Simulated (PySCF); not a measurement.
Stretching CsCl⁻

Set-up: Cs def2-SVPD with ECP46, Cl def2-SVPD; scalar-relativistic core potentials (PySCF 2.14). Energies in eV from Cs + Cl⁻ in their ground configurations at the same level. State: ²Σ⁺ (doublet), unpaired electrons σ ↑.

| R (Å) | r²SCAN | r²SCANh | M06 | UHF-CCSD(T) |
| --- | --- | --- | --- | --- |
| 2.704 | -0.798 | -0.801 |  |  |
| 2.830 | -1.063 | -1.065 | -1.104 | -0.946 |
| 2.955 | -1.202 | -1.203 | -1.229 | -1.120 |
| 3.050 | -1.252 | -1.251 | -1.269 | -1.189 |
| 3.144 | -1.268 | -1.267 | -1.277 | -1.220 |
| 3.238 | -1.261 | -1.258 | -1.262 | -1.224 |
| 3.364 | -1.226 | -1.223 | -1.218 | -1.201 |
| 3.521 | -1.160 | -1.155 |  | -1.143 |
| 3.710 | -1.063 | -1.057 |  |  |

Put a parabola through the three lowest points of the r²SCAN curve and estimate Re, k and ωe (reduced mass 27.68 u; 1 eV/Å² = 0.16022 mdyn/Å; ωe = 1302.8·√(k/μ) cm⁻¹).

Through R = 3.05, 3.144, 3.238 Å the second-order coefficient is 1.30 eV/Å², so Re ≈ 3.162 Å, k ≈ 0.417 mdyn/Å and ωe ≈ 160 cm⁻¹. A polynomial fit of higher order to the unrounded r²SCAN energies gives Re = 3.158 Å, k = 0.401 mdyn/Å, ωe = 157 cm⁻¹; anharmonicity and rounding make the difference.

The higher-order fit for each curve: r²SCAN: Re = 3.158 Å, ωe = 157 cm⁻¹, De = 1.27 eV; r²SCANh: Re = 3.153 Å, ωe = 158 cm⁻¹, De = 1.27 eV; M06: Re = 3.126 Å, ωe = 164 cm⁻¹, De = 1.28 eV; UHF-CCSD(T): Re = 3.208 Å, ωe = 153 cm⁻¹, De = 1.23 eV.

Correlated steps freeze 5 core orbitals. Correlated levels converge slowly with the basis: in double zeta they bind strong bonds too weakly, by up to about 1 eV, and carry superposition errors of some tenths. Spin–orbit coupling is left out. For an ion De counts to the pair picked by the measured ionisation energies or electron affinities, which need not be the lowest pair at this level. Counting both spins, an empty level lies below a filled one in some of these solutions, because spin and occupation are held. The highest Kohn–Sham level is positive in this anion. Much of that is self-interaction error, but it also means that the finite basis helps to hold the extra electron. The state is the lowest determinant that a PBE0 search found; another state may lie lower at other levels.
